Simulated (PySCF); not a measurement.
Vertical excitations of a molecule C4H10BN from TDA-PBE/def2-SVPD run with PySCF, as energy in eV (oscillator strength): 6.15 (0.019), 6.34 (0.047), 6.49 (0.001), 6.59 (0.013), 6.69 (0.037), 6.88 (0.009), 6.95 (0.012), 7.06 (0.002), 7.13 (0.001), 7.36 (0.009). Lowest triplet (TDA): 5.89 eV. Geometry optimised at B3LYP-D3(BJ)/def2-SVP. One conformer was computed; it need not be the lowest.

Task: Pick the molecule that these values belong to.
A) C=CB(N)CC
B) CB(N)C1CC1
C) CC1CB(N)C1
D) C[C@H]1CCB1N

Result: C, CC1CB(N)C1
